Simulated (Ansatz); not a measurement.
Consider the substitution at a C–B bond: `CB(S)C[SiH3]` + `B[SiH2]O` → `B[SiH2]OC[SiH3]` + `CBS`.

Program: Ansatz. Geometries: PBE0-D4/def2-TZVP. ΔE: electronic, gas phase. CBS: MP2 limit from def2 TZ/QZ plus the TZ coupled-cluster correction, frozen cores. Functionals use def2-TZVPP. One conformer a species, not always the lowest.

`CB(S)C[SiH3]`:

```xyz
14

C    -1.506    0.770   -0.713
B    -0.110    0.838   -0.004
S     0.226    1.985    1.343
C     1.063   -0.100   -0.425
Si    0.971   -1.726    0.520
H    -2.330    1.209   -0.148
H    -1.773   -0.256   -0.982
H    -1.431    1.322   -1.659
H    -0.996    2.533    1.450
H     0.998   -0.363   -1.486
H     2.056    0.315   -0.228
H     1.991   -2.679    0.006
H     1.214   -1.501    1.969
H    -0.371   -2.348    0.357
```

`B[SiH2]O`:

Z-matrix (Å, degrees):
```
Si
O 1 1.655
B 1 2.005 2 116.3
H 1 1.500 2 111.2 3 -120.2
H 1 1.486 2 105.1 3 123.8
H 2 0.958 1 117.3 3 44.7
H 3 1.197 1 119.0 2 169.2
H 3 1.197 1 124.0 2 -13.6
```

`B[SiH2]OC[SiH3]`:

```xyz
14

B    -1.041   -2.495   -0.552
Si    0.231   -1.173   -1.362
O     0.753    0.026   -0.349
C    -0.170    0.917    0.255
Si    0.762    2.045    1.450
H    -1.348   -3.463   -1.187
H    -1.541   -2.374    0.528
H    -0.477   -0.570   -2.538
H     1.466   -1.845   -1.846
H    -0.684    1.524   -0.505
H    -0.953    0.370    0.802
H     1.792    2.823    0.716
H     1.416    1.232    2.508
H    -0.208    2.983    2.079
```

`CBS`:

Cartesian coordinates in Å:
```
C -0.782 0.605 -0.485
B 0.486 -0.055 0.134
S 0.356 -1.644 0.931
H -0.611 0.802 -1.549
H -0.941 1.590 -0.031
H -1.703 0.026 -0.384
H 1.556 0.476 0.092
H 1.640 -1.800 1.292
```

Problem. Is it downhill or uphill in electronic energy at CCSD(T)/CBS, and by how much? (Estimate.)

Solution. The calculation gave: Uphill: ΔE = +30.3 kcal/mol.

Problem. What do these levels give: PBE-D4, ωB97M-V, B2PLYP, r2SCAN, PBE0, CCSD(T)/def2-TZVPP? (Best estimate.)

Solution. Ansatz gave: PBE-D4 29.3, ωB97M-V 29.5, B2PLYP 28.2, r2SCAN 29.9, PBE0 29.4, CCSD(T)/def2-TZVPP 29.6 kcal/mol.

Largest T1 diagnostic among the species: 0.013.

In def2-TZVPP, CCSD(T) changes the Hartree–Fock value by +4.3 kcal/mol (the triples alone add +0.4 kcal/mol) and MP2 by +6.7 kcal/mol. The D4 term adds +1.4 kcal/mol with B3LYP and +0.7 kcal/mol with PBE0; it sums over pairs of atoms, weighted by their polarisabilities, and B3LYP, whose exchange is more repulsive, gets the larger term.

B3LYP here is the variant with VWN-RPA as its local correlation; programs differ in this.
